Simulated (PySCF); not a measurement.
Cartesian coordinates in Å; atom numbers follow the order of the lines, from 1:
```xyz
18

C    -3.0189    0.4059   -0.0060
C    -2.1035   -0.7706   -0.0837
C    -0.8604   -0.8189   -0.5776
C    -0.1010    0.3139   -1.1856
O     1.0740    0.6272   -0.4276
C     2.1589   -0.1230   -0.6622
C     3.3052    0.3052    0.2065
O     2.1882   -1.0161   -1.4681
H    -2.5782    1.3279   -0.4086
H    -3.3103    0.5994    1.0397
H    -3.9538    0.2108   -0.5572
H    -2.5141   -1.7069    0.3139
H    -0.3229   -1.7727   -0.5598
H     0.2054    0.0555   -2.2116
H    -0.6826    1.2433   -1.2065
H     3.0281    0.1942    1.2650
H     3.5260    1.3694    0.0397
H     4.1863   -0.3056   -0.0184
```

All values are calculated (PySCF 2.14): coordinates at the PBE0-D3(BJ)/def2-SVP level, σ from GIAO-B3LYP/pcSseg-1, J: B3LYP/pcJ-1 (without the spin–dipole term). No relativistic terms, in vacuum, fast rotation and ring inversion assumed for equivalent nuclei, single conformer.

References, each an isolated molecule treated in the same way: ¹H against TMS.

The spectrum was simulated from the full spin Hamiltonian at 700 MHz with 1.0 Hz Lorentzian lines, from shifts rounded to 0.01 ppm and J to 0.1 Hz, couplings under 1 Hz left out.

Question: List the maxima of its ¹H spectrum with integrals.

Answer: 
Maxima in ppm (height), grouped by integral:
1H: 5.900 (2), 5.891 (3), 5.888 (3), 5.886 (2), 5.884 (2), 5.882 (2), 5.879 (2), 5.877 (2), 5.875 (2), 5.873 (4), 5.870 (4), 5.866 (2), 5.861 (2), 5.857 (2)
1H: 5.727 (2), 5.724 (4), 5.722 (2), 5.715 (2), 5.713 (4), 5.710 (2), 5.709 (2), 5.706 (3), 5.704 (2), 5.701 (2), 5.697 (2), 5.695 (3), 5.692 (2)
2H: 4.597 (18), 4.595 (18), 4.585 (18), 4.583 (18)
3H: 1.980 (100)
3H: 1.788 (26), 1.784 (26), 1.776 (26), 1.772 (26)

Question: Summarise it as multiplets with assignments.

Answer: ¹H NMR (700 MHz, computed): δ 5.88 (dtq, J = 12.7, 8.8, 2.6 Hz, 1H, H13), 5.71 (dqt, J = 12.7, 8.3, 1.6 Hz, 1H, H12), 4.59 (dd, J = 8.8, 1.6 Hz, 2H, H14/H15), 1.98 (s, 3H, H16/H17/H18), 1.78 (dd, J = 8.3, 2.6 Hz, 3H, H9/H10/H11). These are first-order names; overlap and second-order distortion can hide them in the list.

Multiplet labels drop couplings under 1 Hz and merge nearly equal ones. Unscaled 3J(H,H) at this level run about 10 % above measured values. Couplings across =CH–CH2 type bonds come from one rotamer and its mirror image, and can be 1–2 Hz further off.
